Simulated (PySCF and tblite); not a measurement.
The numbers below are computed, except where a source is named.
5 regioisomers of C9H12O3:

| isomer | SMILES |
| --- | --- |
| A | [CH3:1][O:2][C:3](=[O:4])[c:5]1[o:6][cH:7][cH:8][c:9]1[CH:10]([CH3:11])[CH3:12] |
| B | [CH3:1][O:2][C:3](=[O:4])[c:5]1[cH:6][c:7]([CH:8]([CH3:9])[CH3:10])[cH:11][o:12]1 |
| C | [CH3:1][O:2][C:3](=[O:4])[c:5]1[cH:6][cH:7][o:8][c:9]1[CH:10]([CH3:11])[CH3:12] |
| D | [CH3:1][O:2][C:3](=[O:4])[c:5]1[cH:6][cH:7][c:8]([CH:9]([CH3:10])[CH3:11])[o:12]1 |
| E | [CH3:1][O:2][C:3](=[O:4])[c:5]1[cH:6][o:7][c:8]([CH:9]([CH3:10])[CH3:11])[cH:12]1 |

Protocol: conformer search, at most 4 conformers an isomer, GFN2-xTB geometries, energies PBE0/6-31G* (D3(BJ) added where defined), GIAO shieldings PBE0/6-31G*, weights at 298.15 K with GFN2-xTB thermal terms. Programs: PySCF with density fitting and tblite.

**Question.** What shifts does each isomer give (ppm)?

**Answer.** 
A: ¹H (against TMS): 7.28 (H7, 1H), 6.41 (H8, 1H), 4.25 (H10, 1H), 3.92 (H1, 3H), 1.30 (H11/H12, 6H). ¹³C (against TMS): 151.5 (C3), 141.0 (C9), 137.6 (C7), 134.1 (C5), 107.0 (C8), 50.3 (C1), 26.3 (C10), 23.9 (C11/C12).

B: ¹H (against TMS): 7.22 (H6, 1H), 7.22 (H11, 1H), 3.89 (H1, 3H), 2.89 (H8, 1H), 1.33 (H9/H10, 6H). ¹³C (against TMS): 150.4 (C3), 140.2 (C5), 134.7 (C11), 129.9 (C7), 115.6 (C6), 50.5 (C1), 27.5 (C8), 25.4 (C9/C10).

C: ¹H (against TMS): 7.07 (H7, 1H), 6.61 (H6, 1H), 4.41 (H10, 1H), 3.91 (H1, 3H), 1.32 (H11/H12, 6H). ¹³C (against TMS): 161.1 (C9), 155.9 (C3), 131.3 (C7), 110.3 (C5), 109.2 (C6), 50.4 (C1), 29.0 (C10), 21.9 (C11/C12).

D: ¹H (against TMS): 7.13 (H6, 1H), 6.07 (H7, 1H), 3.88 (H1, 3H), 3.06 (H9, 1H), 1.38 (H10/H11, 6H). ¹³C (against TMS): 157.2 (C8), 150.3 (C3), 138.0 (C5), 118.2 (C6), 103.9 (C7), 50.4 (C1), 31.7 (C9), 23.2 (C10/C11).

E: ¹H (against TMS): 7.77 (H6, 1H), 6.42 (H12, 1H), 3.88 (H1, 3H), 3.02 (H9, 1H), 1.33 (H10/H11, 6H). ¹³C (against TMS): 154.6 (C3), 152.8 (C8), 139.2 (C6), 118.1 (C5), 103.5 (C12), 50.4 (C1), 31.2 (C9), 23.4 (C10/C11).

Shifts are unscaled: against experiment ¹³C can be off by 15 ppm or more and ¹H by 0.8 ppm. At least one structure keeps an imaginary mode at the tight-binding level. The minima are those of GFN2-xTB; planar forms about aryl–S or allylic bonds may be saddles in DFT.
